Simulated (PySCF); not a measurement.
# Hartree-Fock beside MP2: BClHNSi

All numbers below are calculated, not measured. They come from PySCF 2.14.0, an open-source quantum chemistry program, on an isolated molecule that a program drew, which may never have been made. The molecule is BClHNSi (charge 0, singlet), drawn as the SMILES string `[SiH]N=BCl`.

The geometry was optimised and harmonic frequencies were computed with HF and MP2, all in the cc-pV(D+d)Z basis, for the commonest isotopes, with a restricted reference for singlets and an unrestricted one otherwise, and a frozen core in MP2. Each result is a local minimum of its method.

Geometry at the HF minimum:
```xyz
5
BClHNSi, angstrom
Si   -0.4771   -0.0864    1.1080
N     0.7327   -1.2780    1.3484
B     1.6830   -2.0313    1.6419
Cl    2.9725   -3.0643    2.0340
H    -1.2819   -0.8235    0.0454
```

Lengths of the bonds as drawn, in Å (atoms numbered as above):
| bond | HF | MP2 |
|---|---|---|
| Si1-N2 | 1.715 | 1.737 |
| N2-B3 | 1.248 | 1.278 |
| B3-Cl4 | 1.698 | 1.700 |
| Si1-H5 | 1.523 | 1.526 |

Rotational constants, in GHz:
| constant | HF | MP2 |
|---|---|---|
| A | 219 | 207.4 |
| B | 1.421 | 1.391 |
| C | 1.412 | 1.382 |

Harmonic frequencies in cm^-1, each column in rising order, so a row needn't be the same motion in every method:
| rank | HF | MP2 |
|---|---|---|
| 1 | 107 | 96 |
| 2 | 119 | 110 |
| 3 | 421 | 352 |
| 4 | 444 | 394 |
| 5 | 469 | 446 |
| 6 | 940 | 882 |
| 7 | 957 | 921 |
| 8 | 2063 | ? |
| 9 | 2102 | 2068 |

**Estimate the missing MP2 frequency from the HF column.**

A single factor s that minimises the squared misfit of MP2 against s times HF over the other rows is sum(HF x MP2) / sum(HF^2) = 0.9671, with an rms misfit of 28 cm^-1. For rank 8 it gives 0.9671 x 2063 = 1995 cm^-1. The calculation gives 1931 cm^-1, 64 cm^-1 below the estimate. The drawn bonds are on average 1.0 % longer in MP2 than in HF.
